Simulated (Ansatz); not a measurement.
Relaxation of Cl3HOSi (6 atoms, charge 0, multiplicity 1), to a largest force component of 0.02 eV/Å in at most 40 steps.

These are results of RHF/def2-SVP in Ansatz 0.2.0, not measurements.

```xyz
6
Properties=species:S:1:pos:R:3
Si 0.000 0.000 0.000
Cl 0.000 0.000 2.130
Cl 2.009 0.000 -0.709
O -0.791 1.371 -0.559
H -1.749 1.140 -0.782
Cl -1.003 -1.738 -0.709
```

Question: Where does it end, and by what steps?

Answer: The forces met the threshold. The force dipped under the threshold on the way, but the program's further checks kept it going. After 10 steps the energy has fallen by 0.471 eV; H5 moved furthest, 0.33 Å.

| step | energy less start (eV) | largest force component (eV/Å) | accepted |
| --- | --- | --- | --- |
| 0 | 0.0000 | 2.734 | yes |
| 1 | -0.4079 | 1.231 | yes |
| 2 | -0.4374 | 0.638 | yes |
| 3 | -0.4626 | 0.108 | yes |
| 4 | -0.4656 | 0.167 | yes |
| 5 | -0.4702 | 0.051 | yes |
| 6 | -0.4707 | 0.080 | yes |
| 7 | -0.4712 | 0.010 | yes |
| 8 | -0.4711 | 0.058 | no |
| 9 | -0.4712 | 0.043 | yes |
| 10 | -0.4713 | 0.000 | yes |

```xyz
6
Properties=species:S:1:pos:R:3
Si -0.013 -0.053 -0.050
Cl -0.090 0.024 1.992
Cl 1.919 0.018 -0.670
O -0.780 1.213 -0.701
H -1.699 1.379 -0.553
Cl -0.872 -1.808 -0.649
```

Whether the end is a true minimum wasn't checked by a vibrational analysis.

Time of the run: 17 s on 1 thread of Intel(R) Xeon(R) Platinum 8488C (Sapphire Rapids), with other jobs on the host, peak memory 0.2 GiB.
